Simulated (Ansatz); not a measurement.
Isolated molecules relaxed with PBE0-D4/def2-TZVP in Ansatz; ΔE leaves out vibrations. CBS: MP2 limit from def2 TZ/QZ plus the TZ coupled-cluster correction, frozen cores. This one scheme is used for every species. DFT in def2-TZVPP. B3LYP here is the variant with VWN-RPA as its local correlation; programs differ in this. Each species was taken in one conformer, which may not be the lowest.

`CB[SiH2]SC` + H₂O → `CB[SiH2]O` + CH₃SH  (formal hydrolysis of the Si–S bond)

`CB[SiH2]SC`:

Z-matrix (Å, degrees):
```
C
B 1 1.548
H 1 1.092 2 114.7
H 1 1.106 2 102.9 3 -113.9
H 1 1.091 2 116.0 3 130.8
Si 2 2.016 1 124.2 3 -153.5
H 2 1.201 1 119.1 3 30.2
S 6 2.134 2 109.6 1 2.4
H 6 1.495 2 110.6 1 123.5
H 6 1.495 2 111.2 1 -119.2
C 8 1.815 6 100.5 2 179.5
H 11 1.090 8 110.9 6 -61.0
H 11 1.090 8 107.2 6 -179.8
H 11 1.090 8 110.9 6 61.3
```

H₂O:

Z-matrix (Å, degrees):
```
O
H 1 0.960
H 1 0.960 2 105.1
```

`CB[SiH2]O`:

```xyz
11

C     0.217   -1.665    0.171
B     0.863   -0.306   -0.209
Si   -0.111    1.455   -0.289
O    -1.758    1.370   -0.107
H    -0.869   -1.721    0.075
H     0.446   -1.774    1.246
H     0.680   -2.532   -0.306
H     2.049   -0.274   -0.410
H     0.090    2.094   -1.618
H     0.485    2.366    0.741
H    -2.091    0.986    0.705
```

CH₃SH:

```xyz
6

C     0.014   -0.273    0.408
S     0.510    0.204   -1.262
H     0.215    0.521    1.127
H     0.621   -1.140    0.670
H    -1.036   -0.560    0.447
H    -0.323    1.248   -1.390
```

| level | ΔE (kJ/mol) | difference from CCSD(T)/CBS |
| --- | --- | --- |
| LDA (SPW92) | -13.7 | 1.7 |
| BLYP-D4 | -19.4 | -4.0 |
| B3LYP-D4 | -21.1 | -5.7 |
| r2SCAN0-D4 | -17.4 | -2.0 |
| PBE | -14.8 | 0.6 |
| r2SCAN0 | -19.6 | -4.2 |
| RPA@PBE/def2-TZVPP | -24.9 | -9.5 |
| CCSD(T)/def2-SVP | -20.1 | -4.7 |
| HF/def2-TZVPP | -41.6 | -26.2 |
| MP2/def2-TZVPP | -16.1 | -0.7 |
| CCSD(T)/CBS | -15.4 | 0 |

Largest T1 diagnostic among the species: 0.011.

The D4 term adds +10.3 kJ/mol with B3LYP and +5.8 kJ/mol with PBE0; it sums over pairs of atoms, weighted by their polarisabilities, and B3LYP, whose exchange is more repulsive, gets the larger term. At CCSD(T), def2-SVP lies −4.7 kJ/mol from the extrapolated value and def2-TZVPP −5.4 kJ/mol. In def2-TZVPP, CCSD(T) changes the Hartree–Fock value by +20.9 kJ/mol (the triples alone add +4.2 kJ/mol) and MP2 by +25.5 kJ/mol.
